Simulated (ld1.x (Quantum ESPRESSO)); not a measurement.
Scattering properties, TM potential for lithium (Li)

ld1.x (Quantum ESPRESSO) 7.5 input, shortened:

```
&input
   title='Li', zed=3., rel=1, dft='BP', iswitch=3,
   config='[He] 2s0.5 2p0 3d-2'
 /
 &inputp
   pseudotype=2, tm=.true., lloc=1,
   nlcc=.false.
 /
3
2S  1  0   0.50   0.00  3.30  3.30  0.0
3D  3  2  -2.00   0.05  3.35  3.35  0.0
2P  2  1   0.00   0.00  3.90  3.90  0.0
 &test
   configts(1)='2s0.5 2p0'
 /
```

The phase is arctan(r·u′/u) with u = r·R(r), unwrapped; energies in Ry, scanned from -2 to 5 Ry. A pole is an energy at which the radial function vanishes at the test radius. The pseudo phase is shifted by a multiple of π to meet the all-electron one at the reference energy, and phase errors are pseudo minus all-electron; the curves can meet again beyond the range given. Levels narrower than the energy grid can be missing from the lists of poles.

```csv
channel,radius (bohr),reference energy (Ry),"poles, all-electron","poles, pseudo",unbroken range about the reference energy with phases within 0.05 rad,phase error 1 Ry above the reference energy (rad)
s,4.24,-0.40,"-0.06, 2.17","-0.06, 1.66, 3.80",below 0.6,-0.036
p,4.24,-0.25,"0.10, 1.92, 4.94","0.11, 2.21",below 0.5,+0.241
d,4.24,0.05,"1.05, 3.58","0.93, 2.84",below 1.0,-0.061
```

Phases in the p channel:

| E (Ry) | all-electron | pseudo |
| --- | --- | --- |
| -2.00 | 1.387 | 1.387 |
| -1.76 | 1.372 | 1.372 |
| -1.52 | 1.352 | 1.353 |
| -1.28 | 1.325 | 1.325 |
| -1.04 | 1.284 | 1.285 |
| -0.80 | 1.212 | 1.213 |
| -0.56 | 1.041 | 1.044 |
| -0.32 | 0.170 | 0.171 |
| -0.08 | -1.329 | -1.326 |
| 0.16 | -1.618 | -1.607 |
| 0.40 | -1.782 | -1.755 |
| 0.64 | -2.047 | -1.944 |
| 0.88 | -3.171 | -2.499 |
| 1.12 | -4.293 | -3.943 |
| 1.36 | -4.535 | -4.414 |
| 1.60 | -4.635 | -4.563 |
| 1.84 | -4.696 | -4.639 |
| 2.08 | -4.744 | -4.689 |
| 2.32 | -4.791 | -4.730 |
| 2.56 | -4.850 | -4.768 |
| 2.80 | -4.943 | -4.811 |
| 3.04 | -5.175 | -4.869 |
| 3.28 | -6.301 | -4.969 |
| 3.52 | -7.412 | -5.239 |
| 3.76 | -7.638 | -6.524 |
| 4.00 | -7.726 | -7.445 |
| 4.24 | -7.775 | -7.644 |
| 4.48 | -7.808 | -7.725 |
| 4.72 | -7.834 | -7.772 |
| 4.96 | -7.856 | -7.803 |
